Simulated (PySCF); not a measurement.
Predicted microwave data (PBE0-D3(BJ)/def2-SVP geometry optimisation, gas phase (PySCF 2.14.0)) for one isomer of C7H14Ge:

| Property | Result |
| --- | --- |
| Rotational constants | A = 1832, B = 1303, C = 882.5 MHz |
| Dipole components | \|μa\| = 0.70 D, \|μb\| = 0.03 D, \|μc\| = 0.48 D |
| Inertial defect | -91.07 u·Å² |
| κ | -0.12 |

**Question.** Which candidate fits, each taken in the one conformer that was computed?
A. `[CH2:1]=[CH:2][C@@H:3]1[CH2:4][CH2:5][CH2:6][Ge@@H:7]1[CH3:8]` with C1–C2–C3–C4 -132°, C2–C3–C4–C5 -163°, C3–C4–C5–C6 53°, C4–C5–C6–Ge7 -37°, C5–C6–Ge7–C8 129°
B. `[CH2:1]=[CH:2][CH2:3][C@H:4]1[CH2:5][CH2:6][GeH2:7][CH2:8]1` with C1–C2–C3–C4 -114°, C2–C3–C4–C5 177°, C3–C4–C5–C6 179°, C4–C5–C6–Ge7 -38°, C5–C6–Ge7–C8 14°, C6–Ge7–C8–C4 13°
C. `[CH3:1][CH:2]([CH3:3])[C:4]1=[CH:5][CH2:6][GeH2:7][CH2:8]1` with C1–C2–C4–C5 62°

**Answer.** A. It is C=C[C@@H]1CC[CH2][Ge@@H]1[CH3], an asymmetric top, point group C1. The candidates at the same level (rigid rotor, commonest isotopes):

```csv
SMILES,A (MHz),B (MHz),C (MHz),μa (D),μb (D),μc (D),Δ (u·Å²),point group,rotor
C=CC[C@H]1C[CH2][GeH2][CH2]1,3333,647.0,574.8,0.14,0.43,0.07,-53.43,C1,near-prolate asymmetric top
C=C[C@@H]1CC[CH2][Ge@@H]1[CH3],1832,1303,882.5,0.70,0.03,0.48,-91.07,C1,asymmetric top
CC(C)C1=C[CH2][GeH2][CH2]1,3235,699.0,667.2,0.53,0.07,0.01,-121.72,–,near-prolate asymmetric top
```

`C=CC[C@H]1C[CH2][GeH2][CH2]1` has A 82 % too high; `CC(C)C1=C[CH2][GeH2][CH2]1` has A 77 % too high. No structure here is proved a minimum.
